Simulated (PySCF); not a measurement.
An equivalent PySCF input for K(3+) (potassium, charge +3), [Ne] 3s2 3p4, high-spin 3P determinant, with scalar relativity by spin-free X2C-1e:

```python
from pyscf import gto, scf, dft, mp, cc
import basis_set_exchange as bse
mol = gto.M(atom="K 0 0 0", charge=3, spin=2, symmetry="D2h",
            basis=gto.basis.parse(bse.get_basis("jorge-DZP-DKH", elements=["K"], fmt="nwchem", header=False)),
            nucmod="G")
mf = scf.UHF(mol).sfx2c1e()
mf.irrep_nelec = {'Ag': (3, 3), 'B1u': (2, 1), 'B2u': (2, 2), 'B3u': (2, 1)}
mf.kernel()
```

It reaches the same state as the run whose output follows, and the same energy. The run itself started from symmetry-adapted Hartree-Fock orbitals and held the occupation by maximum overlap, so the iterations belong to that start.

```
SCF conv_tol = 1e-09
number electrons alpha = 9  beta = 7
cycle= 1 E= -598.498177892349  delta_E= -2.97e-05  |g|= 0.000703  |ddm|= 0.00599
cycle= 2 E= -598.49817810427  delta_E= -2.12e-07  |g|= 6.21e-05  |ddm|= 0.000508
cycle= 3 E= -598.498178105984  delta_E= -1.71e-09  |g|= 3.72e-06  |ddm|= 4.95e-05
cycle= 4 E= -598.498178105991  delta_E= -6.82e-12  |g|= 4.83e-07  |ddm|= 3.84e-06
converged SCF energy = -598.498178105991  <S^2> = 2.0002186  2S+1 = 3.0001457
```
